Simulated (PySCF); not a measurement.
Species: C6H6FNO.
SMILES: `[n+]1(c(C)c(F)ccc1)[O-]`

Computed with B3LYP/def2-SVPD in PySCF (dipole) on a GFN2-xTB geometry, gas phase.

Masses are those of the commonest isotopes; rigid-rotor values at the optimised geometry. 

What are A, B and C (GHz)?

Ia = 212.22, Ib = 269.58, Ic = 478.71 u·Å²; 505379 MHz·u·Å²/I gives 2381, 1875 and 1056 MHz, that is A = 2.3814, B = 1.8747, C = 1.0557 GHz.

What kind of rotor is it?

An asymmetric top: κ = (2 × 1875 − 2381 − 1056)/(2381 − 1056) = 0.24.

Is it planar, by Δ = Ic − Ia − Ib?

Not planar: Δ = Ic − Ia − Ib = -3.09 u·Å². For a rigid frame Δ = −2 Σ m c², so Σ m c² = 1.54 u·Å² lies off the ab plane, practically all of it from hydrogen. The atom farthest from that plane is 0.94 Å away.

Give the other two planar moments, Paa and Pbb, and the rms extents of the mass along the axes.

Paa = Σ m a² = (Ib + Ic − Ia)/2 = 268.04 and Pbb = Σ m b² = (Ia + Ic − Ib)/2 = 210.67 u·Å². With the mass M = 127.04 u, the rms extents √(P/M) along a, b and c are 1.45, 1.29, 0.11 Å.

Give the coordinates in the principal-axis frame, origin at the centre of mass.

The sense of each axis is arbitrary; atoms in the order of the calculation.
| atom | mass (u) | a (Å) | b (Å) | c (Å) |
| --- | --- | --- | --- | --- |
| C1 | 12.000 | 0.096 | 2.179 | -0.001 |
| C2 | 12.000 | 0.030 | 0.692 | 0.000 |
| C3 | 12.000 | -1.143 | -0.039 | 0.000 |
| F4 | 18.998 | -2.311 | 0.631 | 0.000 |
| C5 | 12.000 | -1.162 | -1.424 | 0.001 |
| C6 | 12.000 | 0.067 | -2.064 | 0.001 |
| C7 | 12.000 | 1.227 | -1.328 | -0.001 |
| N8 | 14.003 | 1.222 | 0.026 | 0.000 |
| O9 | 15.995 | 2.299 | 0.669 | 0.000 |
| H10 | 1.008 | 0.515 | 2.528 | 0.943 |
| H11 | 1.008 | 0.775 | 2.507 | -0.787 |
| H12 | 1.008 | -0.889 | 2.612 | -0.146 |
| H13 | 1.008 | -2.096 | -1.958 | 0.002 |
| H14 | 1.008 | 0.125 | -3.140 | 0.001 |
| H15 | 1.008 | 2.208 | -1.775 | 0.000 |

Which types of transition are allowed, and where do some lines up to J = 3 fall?

The dipole components are |μa| = 2.05 D, |μb| = 2.16 D, |μc| = 0.01 D. Intensities carry the squares of the components, which stand as 0.90 : 1.00 : 0.00 (a : b : c). Some lines, for components of 0.1 D or more:

```
type  branch         J(Ka,Kc)    MHz  lower level (cm⁻¹)
   a       Q  2(2,0) ← 2(2,1)    485               0.415
   b       Q  1(1,0) ← 1(0,1)   1326               0.098
   a       Q  3(2,1) ← 3(2,2)   1831               0.709
   b       Q  2(2,0) ← 2(1,1)   2005               0.365
   a       Q  2(1,1) ← 2(1,2)   2457               0.283
   b       Q  3(2,1) ← 3(1,2)   2593               0.683
   b       Q  2(1,1) ← 2(0,2)   2630               0.277
   b       R  1(1,1) ← 0(0,0)   3437               0.000
   b       Q  2(2,1) ← 2(1,2)   3977               0.283
   a       Q  3(1,2) ← 3(1,3)   4694               0.527
   b       Q  3(1,2) ← 3(0,3)   4733               0.525
   b       R  2(0,2) ← 1(1,1)   4869               0.115
   a       R  2(1,2) ← 1(1,1)   5042               0.115
   a       R  2(0,2) ← 1(0,1)   5376               0.098
   b       Q  3(2,2) ← 3(1,3)   5456               0.527
   a       R  2(1,1) ← 1(1,0)   6680               0.142
   b       R  3(0,3) ← 2(1,2)   7273               0.283
   a       R  3(0,3) ← 2(0,2)   7445               0.277
   b       R  3(1,3) ← 2(0,2)   7485               0.277
   b       R  3(1,2) ← 2(2,1)   8029               0.415
   b       R  2(2,1) ← 1(1,0)   8200               0.142
   a       R  3(2,2) ← 2(2,1)   8791               0.415
   b       R  2(2,0) ← 1(1,1)   9504               0.115
   a       R  3(1,2) ← 2(1,1)   9549               0.365
   a       R  3(2,1) ← 2(2,0)  10137               0.432
   b       R  3(2,2) ← 2(1,1)  10311               0.365
   b       R  3(3,1) ← 2(2,0)  13138               0.432
   b       R  3(3,0) ← 2(2,1)  13843               0.415
```

Whether it is a minimum is left open (no frequencies). These are rigid-rotor constants of the computed structure; measured ground-state constants (B0) also hold zero-point vibration. A rigid rotor knows nothing of internal rotation, which can split or shift real lines. Quadrupole hyperfine structure (14N) is left out.
